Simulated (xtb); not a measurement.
BiCl$_{3}$, charge +1, doublet, at a GFN2-xTB geometry (such geometries of metal compounds can be far from the true shape) (a state made from the parent by changing its charge; the spin is typed, not shown lowest). Base run: GFN0-xTB (xtb).

Input for xtb:
```
$ xtb mol.xyz --gfn 0 --chrg 1 --uhf 1 --json

# file mol.xyz
4

Bi    -0.00429499    -0.00067859     0.52337335
Cl    -1.83836082    -0.99665658    -0.86820175
Cl     0.06559027     2.09816710    -0.84856458
Cl     1.79374020    -1.09819741    -0.83852708
```

The base run was repeated with changes; each row names its change, and settings that it needs were set with it.

```
change        ΔE vs base (kcal/mol)
------------  ---------------------
base                          0.000
etemp = 1000                  -2.51
acc = 0.1                     0.000
```
